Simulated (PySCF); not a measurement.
**Structure from NMR data**

An unknown has the formula C$_{6}$H$_{12}$OSi$_{2}$. Its calculated NMR data are:

¹H NMR (400 MHz, computed): δ 6.58 (m, 1H), 6.54 (d, 1H), 6.31 (d, 1H), 5.99 (br s, 1H), 5.71 (br s, 1H), 4.91 (m, 1H), 4.51 (m, 1H), 4.30 (q, 2H), 3.47 (t, 3H).

¹³C{¹H} NMR (computed): δ 157.4 (CH), 156.7 (CH), 142.8 (C), 136.4 (CH2), 122.5 (CH), 97.8 (CH2).

Theory: geometry: GFN2-xTB, σ from GIAO-PBE0/pcSseg-1, in PySCF 2.14.0 with density-fitted response routines (one averaged value for each set of equivalent atoms, relativity neglected, isolated molecule, single conformer).

Chemical shifts δ = σref − σ; ¹H (31.72 ppm) and ¹³C (186.93 ppm) vs TMS, all at this level.

Question: Propose a structure and justify it.

Answer: 
1. Rings plus π bonds: 3 (no ring in the answer).
2. 6 carbon signals for 6 carbons: no two carbons are equivalent.
3. Carbon types of the structure: 1 × C, 3 × CH, 2 × CH2, leaving 5 H on heteroatoms.
4. δC 157.4, 156.7: alkene carbon bearing oxygen; an sp2 carbon further deshielded by the attached heteroatom.
5. δC 142.8: fully substituted alkene carbon; as expected for a trigonal carbon in a double bond.
6. δC 136.4: terminal =CH2 carbon; the olefinic region.
7. δC 122.5, 97.8: β carbon of an enol-ether or enamine type C=C.
8. δH 6.58, 6.54: hydrogen on an alkene carbon bearing oxygen; olefinic region.
9. δH 6.31, 4.91, 4.51: hydrogen on a β carbon of an enol-ether or enamine type C=C.
10. δH 5.99, 5.71: hydrogen on a terminal =CH2 carbon; attached to an sp2 carbon and in the plane of the double bond.

These data were computed for `C=CO/C=C/C(=C)[SiH2][SiH3]`.

The shifts were computed for this structure.

Shifts are as computed. Against solution values, carbons near 30 ppm lie about +3 ppm off and those near 130 ppm about +5 ppm. Of 1309 compounds with measured shifts, 239 miss one by over three times the rms of a fit or turn the order of signals round; such compounds aren't used in these exercises. No couplings were computed; multiplicities are counted from neighbouring protons, with m where these are inequivalent, close in shift, in a saturated or five-membered ring or joined by F or P, and br s for small geminal =CH2 splittings.
